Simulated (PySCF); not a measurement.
## Spin states and ions at one geometry of Bi2O2F2

PySCF 2.14.0, RKS TPSS, Bi def2-SVP with ECP60, O def2-SVP, F def2-SVP; non-relativistic Hamiltonian with scalar-relativistic core potentials where named; density fitting; no spin-orbit coupling; singlets restricted, open shells unrestricted. The geometry is relaxed for charge 0, singlet, vacuum:

```xyz
6

Bi    0.0000   -0.5386    1.6038
Bi    0.0000   -0.5386   -1.6038
O     1.3923   -0.5809    0.0000
O    -1.3923   -0.5809    0.0000
F     0.0000    1.4819    1.9631
F     0.0000    1.4819   -1.9631
```

Energies count from the relaxed state; an electron taken off or put on is at rest in vacuum. Charges and spins are Mulliken's.

```
                     state  energy (eV)  spin squared  charge on Bi1 (e)  spin on Bi1 (e)  dipole about the centre of mass (D)
 charge 0, singlet, vacuum         0.00          0.00               1.09             0.00                                 5.77
 charge 0, triplet, vacuum         3.70          2.01               0.88             0.45                                 5.59
charge +1, doublet, vacuum         9.56          0.76               1.32            -0.06                                 5.74
```

**Question.** What does the state charge -1, doublet, vacuum give?

**Answer.** energy (eV) -0.53, spin squared 0.75, charge on Bi1 (e) 0.63, spin on Bi1 (e) 0.51, dipole about the centre of mass (D) 5.45.

With an electron taken off (doublet) the charges change, summed by element, by Bi +0.46 e, O +0.39 e, F +0.15 e. The vertical ionisation energy is 9.56 eV, against −ε(HOMO) = 6.53 eV of the relaxed state. The level lies 3.0 eV too high, as is usual for semilocal functionals and global hybrids, which keep a self-interaction error.

With an electron put on (doublet) the charges change, summed by element, by Bi -0.92 e, O +0.03 e, F -0.12 e. The vertical electron affinity is 0.53 eV, against −ε(LUMO) = 2.93 eV of the relaxed state. The basis has no diffuse functions, which an added electron needs. The added electron's level lies above zero.

Open shells may have lower solutions than those found.

No frequency check is given that shows the relaxed geometry to be a minimum.
